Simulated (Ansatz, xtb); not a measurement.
# C6H7B: 4 structures ranked

4 gas-phase structures of C6H7B, from a drawn sample of its isomers (lower ones may exist). Each was relaxed with GFN2-xTB:

A. `C#CC1=CCBC1`, a singlet
B. `Bc1ccccc1`, a singlet
C. `BC#CC1=CCC1`, a singlet
D. `BC1=CC(=C)C1=C`, a singlet

Task: Make a reasoned guess at their ranking by r2SCAN-D4/def2-SVP single-point energy.

Result: Calculated order at r2SCAN-D4/def2-SVP: B (0.000), A (2.199), D (2.863), C (3.052) eV.

Energies above the lowest of each column, in eV; the last columns are at B3LYP-D3(BJ)/def2-SVP geometries and were run for some of them only (a dash: not run or not comparable):

```csv
structure,GFN2-xTB,HF/STO-3G,r2SCAN-D4/def2-SVP,B3LYP-D3(BJ)/def2-SVP,CCSD(T)/def2-SVP + ΔMP2/def2-TZVPP
B,0.000,0.000,0.000,0.000,0.000
A,1.972,1.825,2.199,2.235,1.971
D,2.456,3.416,2.863,2.840,2.702
C,2.273,2.821,3.052,–,–
```

Every level run on B puts it lowest or level with the lowest. Flexible structures stand in one conformer each, not always the lowest. Frequencies (GFN2-xTB) were run for A, B, D alone. ΔMP2 is the change of the MP2 energy from the smaller to the larger basis.

Over these structures GFN2-xTB departs from r2SCAN-D4/def2-SVP by 0.240 eV on average once a common shift is removed. A GFN2-xTB relaxation took about 0.048 s and the r2SCAN-D4/def2-SVP energy about 1.2 s on a shared host (Ansatz 0.2.0, xtb 6.7.1).
